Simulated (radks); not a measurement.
Values are calculated unless marked as measured or tabulated.
Task: Level of theory: non-relativistic Kohn-Sham, LDA (Slater exchange, VWN5 correlation), spin-unpolarised, spherical densities, point nucleus (a radial shooting solver on a logarithmic mesh with Libxc functionals). Response by self-consistent Sternheimer equations with the Hartree and adiabatic LDA kernel. Estimate the static dipole polarisabilities of Kr6+ ([Ar] 3d10 4s2) and Zn ([Ar] 3d10 4s2) and the C6 coefficients of the three pairs.

Result: alpha = 2.845 and 38.51 bohr^3; C6 = 5.468 (Kr6+-Kr6+), 33.62 (Kr6+-Zn), 278.6 (Zn-Zn) hartree bohr^6.
